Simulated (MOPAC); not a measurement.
Job for MOPAC: AM1 on CH4Sn (SMILES [CH3][SnH]), a point of a torsion scan.

```
AM1 1SCF PRECISE CHARGE=0 THREADS=1
CH4Sn

C     -0.64987070 1     0.01503226 1    -0.01311949 1
Sn     1.39140601 1     0.97373905 1    -0.07791775 1
H     -0.79614909 1    -0.50365854 1     0.93634796 1
H     -1.43046075 1     0.77552993 1    -0.07857553 1
H     -0.81919149 1    -0.70338445 1    -0.81255547 1
H      1.94414567 1     0.03539190 1    -1.54394754 1
```

Program output:

```
*******************************************************************************
 **                                                                           **
 **                              MOPAC v23.2.5                                **
 **                                                                           **
 *******************************************************************************
 ** MOPAC's Digital Object Identifier: https://doi.org/10.5281/zenodo.6511958 **
 **                                                                           **
 ** Please cite the open-source release paper for use of this MOPAC version:  **
 ** J. E. Moussa and J. J. P. Stewart (2026)                                  **
 ** MOPAC: An open-source semiempirical molecular orbital program             **
 ** J. Open Source Softw., 11(119), 8025, https://doi.org/10.21105/joss.08025 **
 *******************************************************************************

                              AM1 CALCULATION RESULTS

 *******************************************************************************
 *  AM1        - The AM1 Hamiltonian to be used
 *
 *
 *
 *                 CHARGE ON SYSTEM = 0
 *
 *
 *
 *  PRECISE    - TIGHTER CRITERIA TO BE USED
 *  1SCF       - DO 1 SCF AND THEN STOP
 *  THREADS=1  - MULTI-THREADING NOT USED
 *  T=         - A TIME OF 172800.0 SECONDS REQUESTED
 *  DUMP=N     - RESTART FILE WRITTEN EVERY 7200.0 SECONDS REQUESTED
 *******************************************************************************
AM1 1SCF PRECISE CHARGE=0 THREADS=1
 CH4Sn

   ATOM   CHEMICAL          X               Y               Z
  NUMBER   SYMBOL      (ANGSTROMS)     (ANGSTROMS)     (ANGSTROMS)

     1       C         -0.64987070  *   0.01503226  *  -0.01311949  *
     2      Sn          1.39140601  *   0.97373905  *  -0.07791775  *
     3       H         -0.79614909  *  -0.50365854  *   0.93634796  *
     4       H         -1.43046075  *   0.77552993  *  -0.07857553  *
     5       H         -0.81919149  *  -0.70338445  *  -0.81255547  *
     6       H          1.94414567  *   0.03539190  *  -1.54394754  *



          CARTESIAN COORDINATES

    NO.       ATOM           X           Y           Z

     1         C         -0.6499      0.0150     -0.0131
     2        Sn          1.3914      0.9737     -0.0779
     3         H         -0.7961     -0.5037      0.9363
     4         H         -1.4305      0.7755     -0.0786
     5         H         -0.8192     -0.7034     -0.8126
     6         H          1.9441      0.0354     -1.5439

  H: (AM1): M.J.S. DEWAR ET AL, J. AM. CHEM. SOC. 107 3902-3909 (1985)
  C: (AM1): M.J.S. DEWAR ET AL, J. AM. CHEM. SOC. 107 3902-3909 (1985)
 Sn: (AM1): J. J. P. STEWART, J. MOL. MOD., 10, 155-164 (2004)

           Empirical Formula: C H4 Sn  =     6 atoms



      MOLECULAR POINT GROUP   :   Cs


      RHF CALCULATION, NO. OF DOUBLY OCCUPIED LEVELS = 6


 -------------------------------------------------------------------------------
 AM1 1SCF PRECISE CHARGE=0 THREADS=1
 CH4Sn



     1SCF WAS SPECIFIED, SO BFGS WAS NOT USED
     SCF FIELD WAS ACHIEVED


                              AM1 CALCULATION
                                                       MOPAC v23.2.5 Linux




          FINAL HEAT OF FORMATION =         32.67895 KCAL/MOL =     136.72874 KJ/MOL


          COSMO AREA              =        103.07 SQUARE ANGSTROMS
          COSMO VOLUME            =         91.75 CUBIC ANGSTROMS

          IONIZATION POTENTIAL    =          7.830423 EV
          HOMO LUMO ENERGIES (EV) =         -7.830 -1.622
          NO. OF FILLED LEVELS    =          6
          MOLECULAR WEIGHT        =        134.7326         POINT GROUP:  Cs

          MOLECULAR DIMENSIONS (Angstroms)

            Atom       Atom       Distance
            H     6    H     4     3.75274
            H     5   Sn     2     2.52224
            H     3    H     4     1.68337


          SCF CALCULATIONS        =          1





   ATOM   CHEMICAL          X               Y               Z
  NUMBER   SYMBOL      (ANGSTROMS)     (ANGSTROMS)     (ANGSTROMS)

     1       C         -0.64987070  *   0.01503226  *  -0.01311949  *
     2      Sn          1.39140601  *   0.97373905  *  -0.07791775  *
     3       H         -0.79614909  *  -0.50365854  *   0.93634796  *
     4       H         -1.43046075  *   0.77552993  *  -0.07857553  *
     5       H         -0.81919149  *  -0.70338445  *  -0.81255547  *
     6       H          1.94414567  *   0.03539190  *  -1.54394754  *

                             CARTESIAN COORDINATES

   1    C       -0.649870700     0.015032260    -0.013119490
   2   Sn        1.391406010     0.973739050    -0.077917750
   3    H       -0.796149090    -0.503658540     0.936347960
   4    H       -1.430460750     0.775529930    -0.078575530
   5    H       -0.819191490    -0.703384450    -0.812555470
   6    H        1.944145670     0.035391900    -1.543947540


           Empirical Formula: C H4 Sn  =     6 atoms



      MOLECULAR POINT GROUP   :   Cs


                  EIGENVALUES
 -28.20661 -15.03491 -12.86277 -12.79344  -9.66713  -7.83042  -1.62195   1.71503
   2.33914   5.20367   5.33854   6.06524


              NET ATOMIC CHARGES AND DIPOLE CONTRIBUTIONS

  ATOM NO.   TYPE          CHARGE      No. of ELECS.   s-Pop       p-Pop
    1          C          -0.606457        4.6065     1.26816     3.33830
    2         Sn           0.765567        3.2344     1.91633     1.31810
    3          H           0.072154        0.9278     0.92785
    4          H           0.072093        0.9279     0.92791
    5          H           0.067423        0.9326     0.93258
    6          H          -0.370780        1.3708     1.37078
 DIPOLE           X         Y         Z       TOTAL
 POINT-CHG.     2.511     3.340     2.536     4.887
 HYBRID        -2.214    -2.585    -1.796     3.849
 SUM            0.297     0.755     0.739     1.097


          ATOMIC ORBITAL ELECTRON POPULATIONS

     Atom    s        px        py        pz
    1  C   1.26816   1.26008   1.06252   1.01570
    2 Sn   1.91633   0.49899   0.36611   0.45300
    3  H   0.92785
    4  H   0.92791
    5  H   0.93258
    6  H   1.37078

 **********************
 *                    *
 * JOB ENDED NORMALLY *
 *                    *
 **********************




 == MOPAC DONE ==
```

The run finished.

Cost: about 0.05 core-seconds (a rough figure).
